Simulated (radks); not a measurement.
Spherical quantum dot in the effective-mass picture: electrons in a hard-walled sphere of radius 1.96, with a point charge +1 (a donor) at the centre, all in effective atomic units (hartree* = m*/eps^2 hartree, bohr* = eps/m* bohr), one dielectric constant everywhere. Calculated with a radial shooting solver with Libxc functionals: non-relativistic Kohn-Sham, LDA (Slater exchange, Perdew-Wang correlation), spin-polarised, spherical densities. Levels are named by radial order and angular momentum (1s, 1p, 1d, 2s, ...), and open shells are averaged over m.

N = 6, configuration 1s2 1p(up 3, down 1). This is the lowest configuration that the search found. Occupied and some empty levels:

| level | occupation | eigenvalue (hartree*) | <r> (bohr*) |
|---|---|---|---|
| 1s up | 1 | 4.2532 | 0.9749 |
| 1s down | 1 | 4.3687 | 0.9706 |
| 1p up | 3 | 5.5996 | 1.187 |
| 1p down | 1 | 5.7256 | 1.188 |
| 1d up | 0 | 7.2145 | 1.291 |
| 1d down | 0 | 7.3391 | 1.292 |
| 2s up | 0 | 7.7031 | 0.9451 |
| 2s down | 0 | 7.7889 | 0.9472 |
| 1f up | 0 | 9.1768 | 1.361 |
| 1f down | 0 | 9.2978 | 1.362 |

Energy (hartree*): total 17.8188, kinetic 13.189, external -6.2887, Hartree 14.421, exchange-correlation -3.5025.

Electron density:

| r (bohr*) | n(r) (e/bohr*^3) |
|---|---|
| 0.0957 | 0.7440 |
| 0.194 | 0.6469 |
| 0.292 | 0.5862 |
| 0.390 | 0.5515 |
| 0.488 | 0.5337 |
| 0.586 | 0.5252 |
| 0.684 | 0.5194 |
| 0.782 | 0.5109 |
| 0.880 | 0.4950 |
| 0.978 | 0.4686 |
| 1.08 | 0.4301 |
| 1.17 | 0.3795 |
| 1.27 | 0.3190 |
| 1.37 | 0.2522 |
| 1.47 | 0.1844 |
| 1.57 | 0.1214 |
| 1.66 | 0.06852 |
| 1.76 | 0.02985 |
| 1.86 | 0.007219 |
| 1.96 | 0.00001566 |
